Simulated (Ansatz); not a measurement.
Reaction (silylene formation by 1,1-elimination): `F[SiH2]C1=C[SiH2]1` → `FC1=C[SiH2]1` + `[SiH2]`

Isolated molecules relaxed with PBE0-D4/def2-TZVP in Ansatz; ΔE leaves out vibrations. CCSD(T)/CBS adds triple-zeta CCSD(T) − MP2 to the extrapolated MP2 energy (def2 sets, frozen cores). This one scheme is used for every species. Functionals use def2-TZVPP. Each species was taken in one conformer, which may not be the lowest.

CCSD(T)/CBS gives +4.93 eV.

(1) Another level gave +4.75 eV. Which?
A. PBE0/def2-TZVPP
B. r2SCAN/def2-TZVPP
C. PBE0-D4/def2-TZVPP
D. MP2/def2-TZVPP

Largest T1 diagnostic among the species: 0.014.

Answers

(1) A. PBE0 4.75, MP2/def2-TZVPP 5.12, r2SCAN 4.96, PBE0-D4 4.82 eV.

The D4 term adds +0.14 eV with B3LYP and +0.08 eV with PBE0; it sums over pairs of atoms, weighted by their polarisabilities, and B3LYP, whose exchange is more repulsive, gets the larger term. From PBE to PBE0 (25 % exact exchange), in def2-TZVPP and without D4, ΔE moves by +0.19 eV. In def2-TZVPP, CCSD(T) changes the Hartree–Fock value by +0.04 eV (the triples alone add +0.02 eV) and MP2 by +0.35 eV.

B3LYP here is the variant with VWN-RPA as its local correlation; programs differ in this.
